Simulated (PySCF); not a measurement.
Se²²⁺ (selenium, charge +22) across methods

[Ne] 3s2, closed-shell 1S. Computed with PySCF 2.14 in an uncontracted even-tempered set (16 s from 2.5 bohr⁻², ratio 2.5; 10 p from 3.2 bohr⁻², ratio 2.5; 5 d from 12 bohr⁻², ratio 2.7; 4 f from 19 bohr⁻², ratio 2.7), with no relativity, point nucleus.

```tsv
method	E (hartree)	mean ε 2s (eV)	mean ε 2p (eV)	mean ε 3s (eV)	Σ⟨r²⟩ (bohr²)	⟨S²⟩
r2SCAN	-2103.076	-2506.3	-2353.4	-954.87	0.8510	0.000
TPSSh	-2103.195	-2507.0	-2353.5	-956.56	0.8496	0.000
LDA	-2099.582	-2491.0	-2343.8	-954.33	0.8499	0.000
PBE	-2102.813	-2494.4	-2345.3	-954.59	0.8493	0.000
UHF	-2102.65484	-2580.9	-2413.1	-971.39	0.8510	0.000
PBEsol	-2101.292	-2492.7	-2344.2	-954.13	0.8496	0.000
PBE0	-2102.896	-2516.5	-2362.6	-959.12	0.8496	0.000
```
